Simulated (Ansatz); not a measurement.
Mulliken charges of `N=C(Cl)Br` from r2SCAN/def2-TZVPP in Ansatz (PBE0-D4/def2-TZVP geometry).

| atom | x (Å) | y (Å) | z (Å) | charge (e) |
| --- | --- | --- | --- | --- |
| N1 | 0.815 | 0.258 | 0.669 | -0.220 |
| C2 | -0.151 | 0.178 | -0.104 | 0.107 |
| Cl3 | -1.037 | 1.565 | -0.583 | -0.020 |
| Br4 | -0.823 | -1.434 | -0.889 | -0.056 |
| H5 | 1.247 | -0.640 | 0.866 | 0.189 |

Q: By hand: the dipole of these point charges (1 e Å = 4.8032 D).

A: Σ q r = (0.107, -0.110, 0.067) e Å, of length 0.167 e Å = 0.80 D.

Q: How does the dipole of the full density compare? (Best estimate.)

A: Ansatz gave: (0.027, -0.224, -0.014) e Å, 1.09 D; the point charges give 0.73 times that, at 45° from its direction.

Point charges leave out the atoms' own dipoles, such as those of lone pairs, and Mulliken's split depends on the basis, so the two needn't agree.
